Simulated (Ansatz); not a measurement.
Program: Ansatz 0.2.0.

Basis-set series for AlClFH₃Si (`[F][AlH][SiH2]Cl`). Charge 0, multiplicity 1. The geometry is a stationary point of PBE0-D4/def2-TZVP. It is one conformer, not always the lowest.

```json
{"functional": "PBE0-D4", "basis": "def2-SVP", "functions": "83", "energy (Eh)": "-1092.99996", "HOMO (eV)": "-7.79", "LUMO (eV)": "-1.91"}
{"functional": "PBE0-D4", "basis": "def2-QZVPP", "functions": "357", "energy (Eh)": "-1093.51443", "HOMO (eV)": "-7.87", "LUMO (eV)": "-2.04"}
{"functional": "ωB97M-V", "basis": "def2-SVP", "functions": "83", "energy (Eh)": "-1093.38917", "HOMO (eV)": "-9.75", "LUMO (eV)": "-0.17"}
{"functional": "ωB97M-V", "basis": "def2-QZVPP", "functions": "357", "energy (Eh)": "-1093.90287", "HOMO (eV)": "-9.88", "LUMO (eV)": "-0.46"}
```

Give the rows for def2-TZVPP. (Best estimate.)

The calculation gave: 
| functional | basis | functions | energy (Eh) | HOMO (eV) | LUMO (eV) |
| --- | --- | --- | --- | --- | --- |
| PBE0-D4 | def2-TZVPP | 199 | -1093.47743 | -7.85 | -2.01 |
| ωB97M-V | def2-TZVPP | 199 | -1093.86763 | -9.85 | -0.34 |
